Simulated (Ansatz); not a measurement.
H2MgSe (SMILES [MgH][SeH]) moved off its minimum; all values from Ansatz (a first-principles code), cores frozen in correlated methods.
(charge 0, multiplicity 1)
```xyz
4

Mg    -0.95510    -0.73319    -1.19586
H     -1.70753    -1.51546    -2.42964
Se     0.26014     0.30899     0.46554
H      0.53946    -0.94988     1.13057
```

Task: Give the forces (eV/Å), the total energy and the dipole at CCSD(T)/def2-TZVPPD.

Result: 
```json
[
 {"atom": "Mg1", "Fx": "-0.452", "Fy": "-0.472", "Fz": "-0.656"},
 {"atom": "H2", "Fx": "-0.323", "Fy": "-0.265", "Fz": "-0.447"},
 {"atom": "Se3", "Fx": "0.709", "Fy": "1.163", "Fz": "0.921"},
 {"atom": "H4", "Fx": "0.065", "Fy": "-0.425", "Fz": "0.182"}
]
```
Energy -2600.8808 hartree, dipole 0.85 D.
